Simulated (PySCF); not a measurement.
Eu⁵⁸⁺: ionisation energy

Eu⁵⁸⁺ [He] 2s2 2p1 (2P) → Eu⁵⁹⁺ [He] 2s2 (1S), as a difference of total energies. All numbers are calculated (PySCF 2.14, the spin-free X2C one-electron Hamiltonian (Gaussian nucleus), in an uncontracted even-tempered set (19 s from 33 bohr⁻², ratio 2.2; 12 p from 43 bohr⁻², ratio 2.2; 5 d from 160 bohr⁻², ratio 2.4; 5 f from 240 bohr⁻², ratio 2.4; 4 g from 360 bohr⁻², ratio 2.4)). Correlated levels: nothing frozen; virtual orbitals above 40 to 60 times the deepest correlated orbital energy dropped. The calculations carry no spin-orbit coupling.

```csv
method,ionisation energy (eV)
UHF,12570.2
LDA,12561.6
PBE,12571.8
PBE0,12571.6
r2SCAN,12574.7
BP86,12574.0
M06-L,12574.1
MP2 (all electrons),12569.8
SCS-MP2 (all electrons),12569.5
```

A first-order spin-orbit estimate (lowest level to lowest level, LS coupling) adds 449.1 eV.

For this ion Breit and QED terms and the two-electron picture change, all absent here, outweigh the differences among the correlated methods.

First order in ζ underestimates the shift of j = l − 1/2 levels at high Z.

For comparison: 13050 ± 6 eV (theoretical estimate listed by NIST; NIST Atomic Spectra Database, ionization energies).
